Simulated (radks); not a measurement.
Results of a calculation; reference values are marked as such.
Species: the krypton ion Kr+. Configuration: [Ar] 3d10 4s2 4p5. Code: a radial shooting solver on a logarithmic mesh with Libxc functionals. Model: Dirac Kohn-Sham, PBEsol, spin-unpolarised, spherical densities, point nucleus; open shells are shared between the two j in proportion to 2j + 1; speed of light set to 102.777 atomic units (0.75 times the physical value, a model run).

Spin-orbit splittings of the eigenvalues, e(l+1/2) - e(l-1/2), with zeta = 2 splitting/(2l+1) and mean radii in bohr:

| shell | occ. | splitting (eV) | zeta (eV) | <r> j=l-1/2 | <r> j=l+1/2 |
|---|---|---|---|---|---|
| 2p | 6 | ? | ? | 0.1538 | 0.1610 |
| 3p | 6 | 14.63 | 9.753 | 0.5242 | 0.5432 |
| 3d | 10 | 2.301 | 0.9205 | 0.5532 | 0.5602 |
| 4p | 5 | 1.328 | 0.8857 | 1.776 | 1.843 |

Estimate the 2p splitting.

Answer. 98.80 eV (zeta = 65.86 eV).
